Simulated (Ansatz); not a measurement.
Calculated with Ansatz (gas phase, PBE0-D4/def2-TZVP geometries, no zero-point term in ΔE). CCSD(T)/CBS is the MP2 limit (def2-TZVPP, def2-QZVPP) plus CCSD(T) − MP2 in def2-TZVPP, frozen cores. DFT in def2-TZVPP. B3LYP here is the variant with VWN-RPA as its local correlation; programs differ in this. For Zn outer-core shells are correlated without core-valence functions, which leaves a few kJ/mol of doubt a bond. Scalar relativity is left out up to krypton. Each species was taken in one conformer, which may not be the lowest.

Reaction (formal exchange of groups at a B–Si bond): `C[SiH2][BH][ZnH]` + `C=CSC` → `C[BH][ZnH]` + `C=CS[SiH2]C`

Problem. Is it downhill or uphill in electronic energy at CCSD(T)/CBS, and by how much? (Estimate.)

Solution. Computed: Downhill: ΔE = -118.0 kJ/mol.

Problem. What do these levels give: PBE-D4, r2SCAN-D4, PBE0-D4, ωB97X-V, B3LYP, HF/def2-TZVPP, CCSD/def2-TZVPP, CCSD(T)/def2-TZVPP, HF/def2-QZVPP, MP2/def2-QZVPP, MP2/CBS(def2), CCSD/CBS(def2)? (An estimate is asked.)

Solution. Ansatz gave: PBE-D4 -111.5, r2SCAN-D4 -118.2, PBE0-D4 -115.2, ωB97X-V -116.0, B3LYP -116.0, HF/def2-TZVPP -119.1, CCSD/def2-TZVPP -116.1, CCSD(T)/def2-TZVPP -116.0, HF/def2-QZVPP -119.1, MP2/def2-QZVPP -127.1, MP2/CBS(def2) -128.0, CCSD/CBS(def2) -118.1 kJ/mol.

Largest T1 diagnostic among the species: 0.014.

From PBE to PBE0 (25 % exact exchange), in def2-TZVPP and without D4, ΔE moves by −3.8 kJ/mol.
